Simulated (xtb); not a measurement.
C₄H₄S, charge -1, doublet, geometry from GFN2-xTB (a state made from the parent by changing its charge; the spin is typed, not shown lowest); GFN1-xTB in xtb.

Input for xtb:
```
$ xtb mol.xyz --gfn 1 --chrg -1 --uhf 1 --ohess --json

# file mol.xyz
9

C      0.37858705    -1.40799270     0.17076680
C     -0.96397958    -1.08753912     0.20720749
C     -1.23029263     0.24736622    -0.10972511
S      0.27791884     1.18476965    -0.17944570
C      1.21958090    -0.29303038     0.11664142
H      0.77263208    -2.41463041     0.26988164
H     -1.76243806    -1.80491837     0.36921296
H     -2.13061493     0.79473067     0.13096781
H      2.25034507    -0.28432037    -0.20827477
```

Question: What does xtb print? Leave out banner, timings and long lists.

Answer: 
```
   ID    Z sym.   atoms
    1    6 C      1-3, 5
    2   16 S      4
    3    1 H      6-9

           -------------------------------------------------
          |                Calculation Setup                |
           -------------------------------------------------

           -------------------------------------------------
          |                 G F N 1 - x T B                 |
           -------------------------------------------------

          ...................................................
          :                      SETUP                      :
          :.................................................:
          :  # basis functions                  34          :
          :  # atomic orbitals                  33          :
          :  # shells                           19          :
          :  # electrons                        27          :
          :  # halogen bonds                     0          :
          :  max. iterations                   250          :
          :  Hamiltonian                  GFN1-xTB          :
          :  restarted?                      false          :
          :  GBSA solvation                  false          :
          :  PC potential                    false          :
          :  electronic temp.          300.0000000     K    :
          :  accuracy                    1.0000000          :
          :  -> integral cutoff          0.2500000E+02      :
          :  -> integral neglect         0.1000000E-07      :
          :  -> SCF convergence          0.1000000E-05 Eh   :
          :  -> wf. convergence          0.2000000E-04 e    :
          :  Broyden damping             0.4000000          :
          :  net charge                         -1          :
          :  unpaired electrons                  1          :
          ...................................................

 iter      E             dE          RMSdq      gap      omega  full diag
   1    -14.5828876 -0.145829E+02  0.997E+00    1.96       0.0  T
   2    -14.5976081 -0.147205E-01  0.584E+00    2.05       1.0  T
   3    -14.5973579  0.250171E-03  0.674E-01    1.94       1.0  T
   4    -14.5986912 -0.133330E-02  0.126E-01    2.04       1.0  T
   5    -14.5987964 -0.105157E-03  0.247E-02    2.02       1.3  T
   6    -14.5988001 -0.371334E-05  0.125E-03    2.02      26.7  T
   7    -14.5988001 -0.402481E-08  0.354E-04    2.02      94.3  T
   8    -14.5988001 -0.348926E-09  0.799E-05    2.02     417.2  T
   9    -14.5988001 -0.373568E-11  0.126E-05    2.02    2650.7  T

   *** convergence criteria satisfied after 9 iterations ***

         :::::::::::::::::::::::::::::::::::::::::::::::::::::
         ::                     SUMMARY                     ::
         :::::::::::::::::::::::::::::::::::::::::::::::::::::
         :: total energy             -14.418617248671 Eh    ::
         :: gradient norm              0.026440071092 Eh/a0 ::
         :: HOMO-LUMO gap              2.022869285611 eV    ::
         ::.................................................::
         :: SCC energy               -14.598800080718 Eh    ::
         :: -> electrostatic           0.116149961938 Eh    ::
         :: repulsion energy           0.183638484211 Eh    ::
         :: dispersion energy         -0.003455652163 Eh    ::
         :: halogen bond corr.         0.000000000000 Eh    ::
         :: add. restraining           0.000000000000 Eh    ::
         :: total charge              -1.000000000000 e     ::
         :::::::::::::::::::::::::::::::::::::::::::::::::::::

      -----------------------------------------------------------
     |                   =====================                   |
     |                        A N C O P T                        |
     |                   =====================                   |
     |               Approximate Normal Coordinate               |
     |                Rational Function Optimizer                |
      -----------------------------------------------------------
      -----------------------------------------------------------
     |                   =====================                   |
     |                        A N C O P T                        |
     |                   =====================                   |
     |               Approximate Normal Coordinate               |
     |                Rational Function Optimizer                |
      -----------------------------------------------------------

          ...................................................
          :                      SETUP                      :
          :.................................................:
          :   optimization level            normal          :
          :   max. optcycles                   200          :
          :   ANC micro-cycles                  20          :
          :   degrees of freedom                21          :
          :.................................................:
          :   RF solver                   davidson          :
          :   write xtbopt.log                true          :
          :   linear?                        false          :
          :   energy convergence         0.5000000E-05 Eh   :
          :   grad. convergence          0.1000000E-02 Eh/α :
          :   maxmium RF displ.          1.0000000          :
          :   Hlow (freq-cutoff)         0.1000000E-01      :
          :   Hmax (freq-cutoff)         5.0000000          :
          :   S6 in model hess.         20.0000000          :
          ...................................................

generating ANC from exact Hessian ...
Using Lindh-Hessian (1995)
 Shifting diagonal of input Hessian by    0.0000000000000000
 Lowest  eigenvalues of input Hessian
    0.000000    0.000000    0.000000    0.000000    0.000000    0.000000
    0.014577    0.016884    0.034290    0.065495    0.080491    0.090504
[...]
 * total energy  :   -14.4186172 Eh     change       -0.7460699E-12 Eh
 * total energy  :   -14.4199261 Eh     change       -0.1308854E-02 Eh
 * total energy  :   -14.4200661 Eh     change       -0.1399780E-03 Eh
 * total energy  :   -14.4201577 Eh     change       -0.9164649E-04 Eh
 * total energy  :   -14.4202195 Eh     change       -0.6176933E-04 Eh
 * total energy  :   -14.4202683 Eh     change       -0.4877942E-04 Eh
 * total energy  :   -14.4202917 Eh     change       -0.2342886E-04 Eh
 * total energy  :   -14.4203013 Eh     change       -0.9567121E-05 Eh
 * total energy  :   -14.4203035 Eh     change       -0.2192810E-05 Eh
   *** GEOMETRY OPTIMIZATION CONVERGED AFTER 9 ITERATIONS ***
         :: total energy             -14.420303464297 Eh    ::
[...]
                             5 C    0.103
     3   6 C    3.721 --     2 C    1.398     4 S    1.106     8 H    0.983
                             5 C    0.110     1 C    0.103
     4  16 S    2.327 --     3 C    1.106     5 C    1.106
     5   6 C    3.721 --     1 C    1.398     4 S    1.106     9 H    0.983
                             3 C    0.110     2 C    0.103
     6   1 H    1.007 --     1 C    0.973
     7   1 H    1.007 --     2 C    0.973
     8   1 H    1.008 --     3 C    0.983
     9   1 H    1.008 --     5 C    0.983
 ---------------------------------------------------------------------------

Topologies differ in total number of bonds
Writing topology from bond orders to xtbtopo.mol

 dipole moment from electron density (au)
     X       Y       Z
   0.0774   0.3300  -0.0500  total (Debye):    0.871

           -------------------------------------------------
          |               Frequency Printout                |
           -------------------------------------------------
 projected vibrational frequencies (cm⁻¹)
eigval :       -0.00    -0.00    -0.00     0.00     0.00     0.00
eigval :     -140.81    96.40   304.68   488.67   544.56   676.61
eigval :      710.53   738.87   799.82   842.21  1023.81  1049.49
eigval :     1090.30  1186.16  1323.58  1340.35  1489.42  3034.41
eigval :     3051.86  3102.55  3109.44
 reduced masses (amu)
   1: 14.82   2: 23.24   3: 25.19   4: 13.23   5: 10.38   6: 16.06   7:  7.20   8:  5.30
   9:  9.01  10:  8.76  11: 19.80  12:  2.90  13: 15.44  14:  2.52  15: 13.76  16: 12.28
  17:  3.87  18:  3.47  19:  3.24  20:  5.56  21:  9.44  22:  8.13  23: 11.43  24:  1.77
  25:  1.88  26:  1.85  27:  1.89
 IR intensities (km·mol⁻¹)
   1:  4.71   2:  9.20   3:  4.62   4:  8.46   5:  2.32   6:  6.36   7: 91.25   8:  0.42
   9:  2.33  10:  0.09  11:  3.73  12: 12.62  13: 51.75  14:  0.00  15:  0.00  16: 34.79
  17: 46.21  18:  1.19  19:  2.40  20: 42.62  21:  5.99  22:127.51  23: 17.60  24: 29.27
  25:115.74  26: 98.34  27:  0.01
 Raman intensities (Ä⁴*amu⁻¹)
   1:  0.00   2:  0.00   3:  0.00   4:  0.00   5:  0.00   6:  0.00   7:  0.00   8:  0.00
   9:  0.00  10:  0.00  11:  0.00  12:  0.00  13:  0.00  14:  0.00  15:  0.00  16:  0.00
  17:  0.00  18:  0.00  19:  0.00  20:  0.00  21:  0.00  22:  0.00  23:  0.00  24:  0.00
  25:  0.00  26:  0.00  27:  0.00
 output can be read by thermo (or use thermo option).
 writing <g98.out> molden fake output.
 recommended (thermochemical) frequency scaling factor: 1.0
           -------------------------------------------------
          |             Thermodynamic Functions             |
           -------------------------------------------------

c2  symmetry found (for desy threshold:  0.10E+00) used in thermo

          ...................................................
          :                      SETUP                      :
          :.................................................:
          :  # frequencies                          20      :
          :  # imaginary freq.                       1      :
          :  linear?                             false      :
          :  only rotor calc.                    false      :
          :  symmetry                               c2      :
          :  rotational number                       2      :
          :  scaling factor                  1.0000000      :
          :  rotor cutoff                   50.0000000 cm⁻¹ :
          :  imag. cutoff                  -20.0000000 cm⁻¹ :
          :.................................................:

    mode    ω/cm⁻¹     T·S(HO)/kcal·mol⁻¹    T·S(FR)/kcal·mol⁻¹   T·S(vib)
   ------------------------------------------------------------------------
       1     96.40    -1.05120 ( 93.25%)    -0.86159 (  6.75%)    -1.03841
   ------------------------------------------------------------------------

   temp. (K)  partition function   enthalpy   heat capacity  entropy
                                   cal/mol     cal/K/mol   cal/K/mol   J/K/mol
 298.15  VIB   4.90                 1373.342     11.179      7.723
         ROT  0.391E+05              888.752      2.981     23.993
         INT  0.192E+06             2262.095     14.160     31.715
         TR   0.747E+27             1481.254      4.968     39.185
         TOT                        3743.3486    19.1279    70.9008   296.6489

       T/K    H(0)-H(T)+PV         H(T)/Eh          T*S/Eh         G(T)/Eh
   ------------------------------------------------------------------------
    298.15    0.596541E-02    0.652063E-01    0.336873E-01    0.315190E-01
   ------------------------------------------------------------------------

         :::::::::::::::::::::::::::::::::::::::::::::::::::::
         ::                  THERMODYNAMIC                  ::
         :::::::::::::::::::::::::::::::::::::::::::::::::::::
         :: total free energy         -14.388784434291 Eh   ::
         ::.................................................::
         :: total energy              -14.420303464297 Eh   ::
         :: zero point energy           0.059240882117 Eh   ::
         :: G(RRHO) w/o ZPVE           -0.027721852112 Eh   ::
         :: G(RRHO) contrib.            0.031519030006 Eh   ::
         :::::::::::::::::::::::::::::::::::::::::::::::::::::
imag cut-off (cm-1) :    5.00
 found            1  significant imaginary frequency
 writing imag mode distorted coords to xtbhess.xyz
 for further optimization.

optimized geometry written to: xtbopt.xyz

           -------------------------------------------------
          | TOTAL ENERGY              -14.420303464297 Eh   |
          | TOTAL ENTHALPY            -14.355097176428 Eh   |
          | TOTAL FREE ENERGY         -14.388784434291 Eh   |
          | GRADIENT NORM               0.000402125019 Eh/α |
          | HOMO-LUMO GAP               1.979428773080 eV   |
           -------------------------------------------------

normal termination of xtb
```
